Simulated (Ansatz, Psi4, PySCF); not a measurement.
Cl4Se, charge +1, doublet, geometry from GFN2-xTB (a state made from the parent by changing its charge; the spin is typed, not shown lowest). Base run: B97M-V/STO-3G (PySCF).

The PySCF input:
```python
from pyscf import gto, scf, dft

mol = gto.M(
    atom='''
Se   -0.00159498    0.00389970    0.25122790
Cl    1.04149230   -1.30759797   -1.02550286
Cl    1.74308011    1.41318051    0.79024394
Cl   -1.02813305    1.27493491   -1.07872989
Cl   -1.75324939   -1.38831685    0.81153300
''',
    basis='sto-3g',
    charge=1,
    spin=1,
    verbose=4,
)

mf = dft.UKS(mol)
mf.xc = 'b97m_v'
mf.kernel()
```

The same geometry, method and basis name were run in Ansatz (an electronic-structure program) and Psi4 and PySCF, at each program's defaults and at the settings that a row names. The base is PySCF at its defaults. Differences at the defaults can come from grids, fitting, cores and function types together.

```
code and settings                                                                             ΔE vs base (µEh)  basis functions       E (Eh)  SCF cycles
--------------------------------------------------------------------------------------------  ----------------  ---------------  -----------  ----------
PySCF, defaults (exact integrals, its default grid, spherical functions)                                   0.0               54  -4194.90604          10
Psi4, defaults (density fitting with its default set, its default grid, spherical functions)             -5339               54  -4194.91138           8
Ansatz, defaults (factorised integrals, its default grid, spherical functions)                            35.6               54  -4194.90600           -
PySCF, density fitting with def2-universal-jkfit                                                         -4982               54  -4194.91102          10
PySCF, fine grid                                                                                          30.8               54  -4194.90601          10
Psi4, exact integrals, spherical functions, fine grid                                                     44.1               54  -4194.90600          11
Ansatz, high accuracy                                                                                     31.9               54  -4194.90601           -
```

Open shells are given as the SCF converged; they aren't shown to be the lowest states, and a large step between rows can be another state.
